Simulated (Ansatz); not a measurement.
A structure relaxed at PBE0-D4/def2-SVPD in Ansatz, charge -1, singlet:

```xyz
11

Al    1.083   -0.871   -0.147
Al   -3.866    0.538   -1.286
Al   -1.634   -0.584   -1.418
Al    2.178    0.686    1.627
H    -2.176    1.111   -1.670
H     3.706    1.235    1.617
H    -2.755   -0.246   -0.066
H    -0.292    0.101   -0.486
H     1.423    1.295    2.923
H     1.869   -1.026   -1.548
H     0.463   -2.239    0.453
```

**Question.** Give its formula.

**Answer.** the cluster Al₄H₇⁻.

**Question.** Summarise the bond lengths by kind (pairs closer than 1.2 times the sum of covalent radii, bridged metal pairs left out).

**Answer.** 2 × Al–Al 2.50 to 2.60 Å; 8 × Al–H 1.61 to 1.80 Å.

Another isomer (singlet) lies 0.12 eV lower at PBE0-D4/def2-TZVPD; other spin states weren't run for this one.
